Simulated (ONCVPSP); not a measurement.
How hard is this C (Z = 6) ONCV potential?

- Element: C
- Generator: ONCVPSP 4.0.1
- Type: optimised norm-conserving Vanderbilt (ONCV)
- Functional: LDA (Perdew-Wang 92)
- Relativity: scalar-relativistic
- Frozen core: [He]
- Valence charge: 4
- Reference configuration: 2s2 2p2
- Partial waves: 2s: rc 1.30 bohr, ncon 3, nbas 7, qcut 5.7 1/bohr, 2 projectors, debl 1.7 Ha; 2p: rc 2.10 bohr, ncon 4, nbas 8, qcut 7.1 1/bohr, 2 projectors, debl 1.2 Ha
- Local potential: polynomial inside 1.30 bohr (lpopt 5, dvloc0 1 Ha)
- Core correction: Teter function fitted to the true core (icmod 2), fcfact 0.6

Task: For each optimised wave give the share of its norm inside rc, the residual kinetic energy above qcut (Ha) and the cutoffs (Ha) for errors of 10, 1, 0.1 and 0.01 mHa per electron.

Result:

| wave | norm inside rc | residual KE | 10 mHa | 1 mHa | 0.1 mHa | 0.01 mHa |
| --- | --- | --- | --- | --- | --- | --- |
| 2s | 0.400 | 2.9e-04 | 8.2 | 13.6 | 39.6 | 101.1 |
| s projector 2 | 0.178 | 5.6e-04 | 9.9 | 15.2 | 29.8 | 77.4 |
| 2p | 0.696 | 6.6e-08 | 10.8 | 14.9 | 18.2 | 20.8 |
| p projector 2 | 0.134 | 7.5e-07 | 11.5 | 16.1 | 19.6 | 22.4 |

The occupied waves need 15 Ha and 40 Ha for 1 and 0.1 mHa. Its largest configuration-test error is +558 meV.
